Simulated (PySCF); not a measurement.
# Radial density of Sr⁺ (strontium, charge +1)

M06, [Kr] 5p1, 2P determinant (an excited configuration). Calculation: PySCF 2.14, in aug-cc-pVQZ-X2C (9s8p6d3f2g, 102 functions); scalar relativity by spin-free X2C-1e.

```
r (bohr)  4πr²ρ (e/bohr)  4πr²(ρα − ρβ)
  0.0400           43.34         0.0016
  0.0672           41.19         0.0042
   0.113           57.08         0.0040
   0.190           41.38         0.0000
   0.320           37.64         0.0111
   0.538           31.69         0.0016
   0.905           8.607         0.0278
    1.52           6.097         0.0157
    2.56          0.9791         0.0579
    4.31          0.2883         0.2802
    7.25         0.06795         0.0679
    12.2       0.0008879         0.0009
```

Densities and radii are taken from the X2C orbitals without a picture-change correction, which distorts them close to the nucleus.
